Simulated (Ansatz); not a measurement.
C3H7O, doublet, at a GFN2-xTB geometry; PBE0/6-31G* run with Ansatz (a first-principles code).

The Ansatz input:
Ansatz 0.2 input:
```yaml
crystal:
  periodic: [false, false, false]
  atoms:
    - {symbol: C, position_ang: [1.30861165, -0.66808246, 0.05267166]}
    - {symbol: C, position_ang: [-0.00226890, -0.00591686, -0.17384347]}
    - {symbol: C, position_ang: [-1.27029302, -0.62710254, 0.29491680]}
    - {symbol: O, position_ang: [0.06023236, 1.37157344, -0.29096905]}
    - {symbol: H, position_ang: [1.53836213, -0.77241003, 1.12095110]}
    - {symbol: H, position_ang: [1.31221258, -1.66639962, -0.38308611]}
    - {symbol: H, position_ang: [2.09542902, -0.07348666, -0.40356032]}
    - {symbol: H, position_ang: [-2.13152788, -0.19910151, -0.22168556]}
    - {symbol: H, position_ang: [-1.42994138, -0.48737857, 1.37424529]}
    - {symbol: H, position_ang: [-1.24957241, -1.69737896, 0.10318956]}
    - {symbol: H, position_ang: [-0.83311926, 1.73017914, -0.30477162]}
basis:
  gaussian:
    orbitals: 6-31G*
hamiltonian:
  xc: pbe0
magnetization: {spin_polarized: true, initial_magnetization: 1}
accuracy: high
```

Task: Write the output that Ansatz gives for this input, abridged.

Result: 
```
Functional definition: PBE0
1773 factors; integrals over basis functions are off by at most 3.5e-9 eV
mean field evaluation 1: about -5258.8098 eV, gradient 3.6e1 eV
mean field evaluation 2: about -5258.2127 eV, gradient 3.8e1 eV
mean field evaluation 4: about -5264.3137 eV, gradient 1.4e0 eV
mean field evaluation 8: about -5264.5158 eV, gradient 6.1e-2 eV
mean field evaluation 16: about -5264.5158 eV, gradient 6.5e-5 eV
mean field -5264.51584596 eV, -193.4673889219 hartree, gradient 2.9e-8 eV, S^2 0.754057; 0 other end points of the search recorded, 0 dependent functions left out
reference -5264.51584770 eV, -193.4673889861 hartree; 17, 16 occupied and 57, 58 virtual orbitals, 1773 factors
Total energy: -5264.51584770 eV, -193.4673889861 hartree
```
